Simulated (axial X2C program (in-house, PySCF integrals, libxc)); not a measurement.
**AuC along the bond: B3LYP, two-component**

Calculated with an in-house all-electron X2C program for linear molecules (integrals from PySCF). Two-component (2c) means X2C with spin–orbit coupling and atomic mean-field two-electron Coulomb and Gaunt terms. Basis: Au dyall-cv3z [13s14p9d6f4g], C dyall-v3z [7s6p2d1f] (cores contracted in-house); Gaussian nuclei, density fitting, unrestricted open shells. Masses: Au 196.967 u, C 12.000 u.

State: Ω = 1/2 (⟨Sz⟩ = -0.48, ⟨Lz⟩ = 0.98 at B3LYP). Dipoles are positive if C is the positive end.

Results along the bond:

| R (Å) | μ (D) | HOMO (eV) | LUMO (eV) |
| --- | --- | --- | --- |
| 1.596 | -1.553 | -5.99 | -3.66 |
| 1.670 | -1.648 | -6.11 | -3.79 |
| 1.725 | -1.689 | -6.19 | -3.87 |
| 1.780 | -1.706 | -6.28 | -3.96 |
| 1.835 | -1.702 | -6.36 | -4.04 |
| 1.899 | -1.671 | -6.46 | -4.13 |
| 1.964 | -1.618 | -6.55 | -4.22 |
| 2.046 | -1.523 | -6.67 | -4.33 |
| 2.147 | -1.377 | -6.80 | -4.45 |
| 2.294 | -1.130 | -6.91 | -4.61 |

The state is a single determinant with fixed occupations, the lowest that a limited PBE0 search found. Density functionals use the spin component along the axis (collinear). The functionals have no current-density term, which raises determinants with orbital currents, atoms included.
